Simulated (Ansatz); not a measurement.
`[CH3][Mo]([NH2])(=[O])=[S]` + H–F → `[CH3][Mo](=[O])([F])=[S]` + NH₃ at 700 K and 1 bar (ligand exchange at a Mo–N bond).

Isolated molecules relaxed with PBE0-D4/def2-TZVP in Ansatz; ΔE leaves out vibrations. CBS: MP2 limit from def2 TZ/QZ plus the TZ coupled-cluster correction, frozen cores. This one scheme is used for every species. Elements past krypton have def2 core potentials. For Mo outer-core shells are correlated without core-valence functions, which leaves a few kJ/mol of doubt a bond. One conformer a species, not always the lowest.

| species | CCSD(T)/CBS energy (Eh) | H − E (kJ/mol) | S (J/(mol·K)) |
| --- | --- | --- | --- |
| `[CH3][Mo]([NH2])(=[O])=[S]` | -636.95679 | 255.8 | 481.3 |
| H–F | -100.39570 | 45.2 | 198.5 |
| `[CH3][Mo](=[O])([F])=[S]` | -680.85708 | 183.2 | 455.2 |
| NH₃ | -56.50880 | 116.9 | 226.5 |

H − E and S are ideal-gas, rigid-rotor, harmonic terms from PBE0-D4/def2-TZVP, for one conformer and one mirror image of each species. 1 Eh = 2625.50 kJ/mol, R = 8.31446 J/(mol·K).

Q: By hand: ΔE, ΔH, ΔS and ΔG.

A: ΔE = (-680.85708) + (-56.50880) − (-636.95679) − (-100.39570) = -0.01339 Eh = -35.2 kJ/mol. Δ(H − E) = 183.2 + 116.9 − 255.8 − 45.2 = -0.9, so ΔH = -36.1 kJ/mol. ΔS = 455.2 + 226.5 − 481.3 − 198.5 = 1.9 J/(mol·K). ΔG = -36.1 − 700 × (1.9)/1000 = -37.4 kJ/mol.

Q: By hand: the equilibrium constant, and the temperature at which ΔG would vanish if ΔH and ΔS stayed fixed.

A: log₁₀ K = −ΔG/(RT ln 10) = 2.8. ΔH and −TΔS have one sign here, so there is no such temperature.

The number of gas molecules stays the same, so ΔS is small and ΔH decides. A doubt of 5 kJ/mol in ΔE shifts log₁₀ K by 0.4 here. Other conformers and mirror images would add mixing entropy, several J/(mol·K) or more a flexible species. These are equilibria of isolated gas molecules and say nothing of rates. Largest T1 diagnostic: 0.025 (customary marks: 0.02 for closed shells, 0.045 for open ones).

ΔS is within the doubt of such terms, so its sign, and with it that verdict, could turn.
